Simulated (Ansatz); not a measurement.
Ansatz (a quantum-chemistry and plane-wave program) job for C₃H₈BNO, SMILES CNB1COC1, PBE-D3(BJ)/def2-SVP. 

Ansatz 0.2 input:
```yaml
crystal:
  periodic: [false, false, false]
  atoms:
    - {symbol: C, position_ang: [-0.29300729, -2.48282514, -0.00000000]}
    - {symbol: N, position_ang: [0.60501635, -1.35395966, 0.00000000]}
    - {symbol: B, position_ang: [0.24389209, -0.01790974, -0.00000000]}
    - {symbol: C, position_ang: [0.97374043, 1.39237578, 0.00000000]}
    - {symbol: O, position_ang: [-0.31439038, 2.03139113, -0.00000000]}
    - {symbol: C, position_ang: [-1.10048795, 0.82781197, -0.00000000]}
    - {symbol: H, position_ang: [-1.33125061, -2.12397636, -0.00000000]}
    - {symbol: H, position_ang: [-0.15670616, -3.11856312, -0.89115244]}
    - {symbol: H, position_ang: [-0.15670616, -3.11856312, 0.89115244]}
    - {symbol: H, position_ang: [1.58974115, -1.59659932, 0.00000000]}
    - {symbol: H, position_ang: [1.57007372, 1.66505732, 0.89218501]}
    - {symbol: H, position_ang: [1.57007372, 1.66505732, -0.89218501]}
    - {symbol: H, position_ang: [-1.75307433, 0.75977442, 0.89209247]}
    - {symbol: H, position_ang: [-1.75307433, 0.75977442, -0.89209246]}
basis:
  gaussian:
    orbitals: def2-SVP
hamiltonian:
  xc: pbe
  dispersion: d3bj
relax: {f_tol: 0.002, max_steps: 200}
```

It prints:

```
WARN ansatz: RAYON_NUM_THREADS=2 ignored (pool sized by the plan → 2); use --threads N
Functional definition: PBE
integrals: 0.07 GiB planned
1407 factors; their error is unknown
mean field: 0.39 GiB planned
mean field evaluation 1: about -7427.0110 eV, gradient 7.2e1 eV
mean field evaluation 2: about -7408.7159 eV, gradient 1.1e2 eV
mean field evaluation 4: about -7439.5273 eV, gradient 7.7e0 eV
mean field evaluation 8: about -7439.6539 eV, gradient 1.8e-1 eV
mean field evaluation 16: about -7439.5892 eV, gradient 3.7e-4 eV
mean field -7439.58919487 eV, -273.3998601767 hartree, gradient 1.6e-5 eV, S^2 0.000000; 0 other end points of the search recorded, 0 dependent functions left out
the calculation of the forces begins
reference -7439.58923019 eV, -273.3998614748 hartree; 23, 23 occupied and 101, 101 virtual orbitals, 1407 factors
relax step   1: F+E_penalty+E_count = -7439.85186377 eV  Δ(F+E_penalty+E_count) = +0.000e0 eV  max|allowed force component| = 6.995e-1 eV/Å  Δτ_max = 0.0000 Å  (32 SCF iters, accepted)
these checks for a lower state are left out or cut short: starts, cluster_reference, orbital_swaps, neighbouring_geometries, increment
integrals: 0.07 GiB planned
1407 factors; their error is unknown
mean field: 0.39 GiB planned
mean field -7439.61259249 eV, -273.4007200235 hartree, gradient 1.9e-5 eV, S^2 0.000000; 0 other end points of the search recorded, 0 dependent functions left out
the calculation of the forces begins
reference -7439.61262786 eV, -273.4007213233 hartree; 23, 23 occupied and 101, 101 virtual orbitals, 1407 factors
relax step   2: F+E_penalty+E_count = -7439.87412825 eV  Δ(F+E_penalty+E_count) = -2.226e-2 eV  max|allowed force component| = 3.482e-1 eV/Å  Δτ_max = 0.0142 Å  (31 SCF iters, accepted)
these checks for a lower state are left out or cut short: starts, cluster_reference, orbital_swaps, neighbouring_geometries, increment
integrals: 0.07 GiB planned
1407 factors; their error is unknown
mean field: 0.39 GiB planned
mean field evaluation 32: about -7439.6169 eV, gradient 2.9e-1 eV
mean field -7439.61707803 eV, -273.4008848641 hartree, gradient 1.9e-5 eV, S^2 0.000000; 0 other end points of the search recorded, 0 dependent functions left out
the calculation of the forces begins
reference -7439.61711344 eV, -273.4008861652 hartree; 23, 23 occupied and 101, 101 virtual orbitals, 1407 factors
relax step   3: F+E_penalty+E_count = -7439.87802932 eV  Δ(F+E_penalty+E_count) = -3.901e-3 eV  max|allowed force component| = 5.984e-2 eV/Å  Δτ_max = 0.0086 Å  (32 SCF iters, accepted)
these checks for a lower state are left out or cut short: starts, cluster_reference, orbital_swaps, neighbouring_geometries, increment
integrals: 0.07 GiB planned
1407 factors; their error is unknown
mean field: 0.39 GiB planned
mean field -7439.61719883 eV, -273.4008893035 hartree, gradient 6.3e-6 eV, S^2 0.000000; 0 other end points of the search recorded, 0 dependent functions left out
the calculation of the forces begins
reference -7439.61723424 eV, -273.4008906048 hartree; 23, 23 occupied and 101, 101 virtual orbitals, 1407 factors
relax step   4: F+E_penalty+E_count = -7439.87816495 eV  Δ(F+E_penalty+E_count) = -1.356e-4 eV  max|allowed force component| = 1.445e-2 eV/Å  Δτ_max = 0.0014 Å  (25 SCF iters, accepted)
these checks for a lower state are left out or cut short: starts, cluster_reference, orbital_swaps, neighbouring_geometries, increment
integrals: 0.07 GiB planned
1407 factors; their error is unknown
mean field: 0.39 GiB planned
mean field -7439.61717920 eV, -273.4008885821 hartree, gradient 1.9e-5 eV, S^2 0.000000; 0 other end points of the search recorded, 0 dependent functions left out
the calculation of the forces begins
reference -7439.61721461 eV, -273.4008898834 hartree; 23, 23 occupied and 101, 101 virtual orbitals, 1407 factors
relax step   5: F+E_penalty+E_count = -7439.87817223 eV  Δ(F+E_penalty+E_count) = -7.276e-6 eV  max|allowed force component| = 1.190e-2 eV/Å  Δτ_max = 0.0009 Å  (24 SCF iters, accepted)
these checks for a lower state are left out or cut short: starts, cluster_reference, orbital_swaps, neighbouring_geometries, increment
integrals: 0.07 GiB planned
1407 factors; their error is unknown
mean field: 0.39 GiB planned
mean field -7439.61718887 eV, -273.4008889373 hartree, gradient 4.7e-5 eV, S^2 0.000000; 0 other end points of the search recorded, 0 dependent functions left out
the calculation of the forces begins
reference -7439.61722428 eV, -273.4008902387 hartree; 23, 23 occupied and 101, 101 virtual orbitals, 1407 factors
relax step   6: F+E_penalty+E_count = -7439.87817617 eV  Δ(F+E_penalty+E_count) = -3.944e-6 eV  max|allowed force component| = 2.834e-4 eV/Å  Δτ_max = 0.0003 Å  (21 SCF iters, accepted)
integrals: 0.07 GiB planned
1407 factors; their error is unknown
mean field: 0.39 GiB planned
mean field evaluation 64: about -7439.6817 eV, gradient 8.7e-1 eV
mean field -7439.61718887 eV, -273.4008889373 hartree, gradient 4.7e-5 eV, S^2 0.000000; 1 other end points of the search recorded, 0 dependent functions left out
the calculation of the forces begins
reference -7439.61722428 eV, -273.4008902387 hartree; 23, 23 occupied and 101, 101 virtual orbitals, 1407 factors
Total energy: -7439.87821158 eV, -273.4104813451 hartree
Atom 0 at    -0.294892    -2.494423     0.000000 Å, force    -0.000081    -0.000058    -0.000000 eV/Å
Atom 1 at     0.606084    -1.355314    -0.000000 Å, force    -0.000267    -0.000283    -0.000000 eV/Å
Atom 2 at     0.243651    -0.011052     0.000000 Å, force     0.000245    -0.000101     0.000000 eV/Å
Atom 3 at     0.983193     1.399478     0.000000 Å, force    -0.000275     0.000232     0.000000 eV/Å
Atom 4 at    -0.318181     2.054551     0.000000 Å, force     0.000235     0.000204     0.000000 eV/Å
Atom 5 at    -1.108555     0.831105     0.000000 Å, force     0.000030    -0.000133     0.000000 eV/Å
Atom 6 at    -1.341521    -2.134771     0.000000 Å, force     0.000034     0.000140    -0.000000 eV/Å
Atom 7 at    -0.155953    -3.135950    -0.897459 Å, force     0.000002    -0.000045    -0.000057 eV/Å
Atom 8 at    -0.155953    -3.135950     0.897459 Å, force     0.000002    -0.000045     0.000057 eV/Å
Atom 9 at     1.599622    -1.601419    -0.000000 Å, force     0.000183     0.000047     0.000000 eV/Å
Atom 10 at     1.587331     1.674715     0.898260 Å, force    -0.000210    -0.000017     0.000078 eV/Å
Atom 11 at     1.587331     1.674715    -0.898260 Å, force    -0.000210    -0.000017    -0.000078 eV/Å
Atom 12 at    -1.769158     0.761580     0.898145 Å, force     0.000156     0.000039     0.000101 eV/Å
Atom 13 at    -1.769158     0.761580    -0.898145 Å, force     0.000156     0.000039    -0.000101 eV/Å
Dipole moment:     0.206038    -0.780618    -0.000000 e Å
```

Self-consistency was reached.
